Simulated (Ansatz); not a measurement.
## Pulling the pair apart

The pair of K⁺ (SMILES [K+], atom 1) and AlCl₃ (SMILES Cl[Al](Cl)Cl, atoms 2–5), both closed shells, in one local arrangement (a lower one may exist), relaxed at PBE0-D4/def2-TZVP:

```
5
angstrom
K 0.4563 1.0562 -2.8651
Cl 0.7794 1.5366 0.3315
Al -0.1271 -0.2938 0.7972
Cl -0.4241 -0.9921 2.6862
Cl -0.6845 -1.3069 -0.9498
```

AlCl₃ is shifted rigidly along the line between the mean atom positions of the two fragments (negative: closer). Counterpoise interaction energies in kcal/mol. Ansatz 0.2.0; basis: def2-TZVPPD; cores frozen in the correlated methods. The outer core shell of Li, Na, Mg and K is correlated. The def2 sets are not built for correlating such inner shells, so the correlated values are less sure here. B3LYP uses VWN-RPA correlation.

```csv
shift (Å),PBE-D4,B3LYP-D4,MP2
-0.32,-10.51,-10.10,-9.00
-0.16,-12.09,-11.83,-10.83
0.00,-12.54,-12.37,-11.43
0.16,-12.30,-12.21,-11.30
0.39,-11.41,-11.42,-10.47
0.81,-11.29,-12.85,-8.36
1.62,-6.89,-7.91,-5.11
3.25,-2.60,-2.84,-2.29
```

What does CCSD(T) give at these shifts? (Judge from chemistry; the value comes from the calculation.)

The calculation gives: -8.46, -10.42, -11.12, -11.06, -10.31, -8.26, -5.07, -2.27 kcal/mol. For zero shift, CCSD(T) at an estimated basis limit (MP2 extrapolated from triple and quadruple zeta, plus CCSD(T) − MP2 in triple zeta) gives -12.47 kcal/mol. These are counterpoise interaction energies, counted from the two frozen fragments.

No T1 diagnostic of these runs exceeds 0.009.

For scale, one of the runs: CCSD(T)/def2-TZVPPD, 237 basis functions, launched by `ansatz run in.yaml --threads 4 --pin off --events-out ev --progress --plain --max-ram 9574MiB`. Time: 100 s of wall clock on 4 CPU threads of an Arm Neoverse V2; the host was shared. Peak host memory: 3.9 GiB.
